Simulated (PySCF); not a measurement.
SiBr₂Cl, SMILES Cl[Si](Br)Br, multiplicity 2.

The structure is a stationary point at PBE-D3(BJ)/def2-SVP.

Level of theory: PBE-D3(BJ)/def2-SVP (PySCF).

Frequencies are harmonic and unscaled.

```
mode  ν (cm⁻¹)  IR (km/mol)  moving atoms (share of kinetic energy)
----  --------  -----------  --------------------------------------
1          101          0.3               Br 76 %, Cl 13 %, Si 11 %
2          123          0.5                        Cl 59 %, Br 38 %
3          177          1.6               Cl 38 %, Br 32 %, Si 30 %
4          354         16.8                Si 65 %, Br 27 %, Cl 9 %
5          456        131.9                        Si 82 %, Br 18 %
6          543        129.4                        Si 63 %, Cl 35 %
```
